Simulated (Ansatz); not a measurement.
Basis-set series for CH7O2Si2, SMILES `O[SiH]C[SiH2]O` radical. Charge 0, multiplicity 2. The structure was optimised at the PBE0-D4/def2-TZVP level. It is one conformer, not always the lowest.

```tsv
functional	basis	functions	energy (Eh)	HOMO (eV)	LUMO (eV)
PBE0-D4	def2-SVP	113	-771.01166	-5.46	-1.79
PBE0-D4	def2-TZVPP	275	-771.46275	-5.57	-1.87
ωB97M-V	def2-SVP	113	-771.33456	-7.21	-0.13
ωB97M-V	def2-TZVPP	275	-771.79365	-7.34	-0.30
```

Q: Give the rows for def2-QZVPP. (Best estimate.)

A: Computed: 
```
functional       basis  functions  energy (Eh)  HOMO (eV)  LUMO (eV)
   PBE0-D4  def2-QZVPP        521   -771.49446      -5.60      -1.92
   ωB97M-V  def2-QZVPP        521   -771.82348      -7.38      -0.40
```

HOMO and LUMO are taken over both spins.
